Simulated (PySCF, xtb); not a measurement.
In(H)2(Et) (C2H7In), SMILES C[CH2][InH2].

Harmonic wavenumbers (cm⁻¹) from GFN2-xTB run with xtb at its own minimum, in rising order: 50, 132, 193, 314, 369, 439, 619, 632, 909, 966, 1048, 1155, 1208, 1358, 1402, 1445, 1465, 1482, 1486, 2922, 2933, 2960, 2971, 2984.

Task: What does PBE-D3(BJ)/def2-SVP (PySCF) give at its own minimum? (Estimate from the structure and the level; the computed values follow.)

Result: 60, 171, 202, 339, 428, 463, 584, 615, 902, 933, 1027, 1140, 1197, 1346, 1383, 1419, 1426, 1683, 1692, 2950, 2972, 3017, 3025, 3050. Paired by order, the mean absolute difference is 44 cm⁻¹ and the zero-point energies are 44.9 and 45.8 kcal/mol.
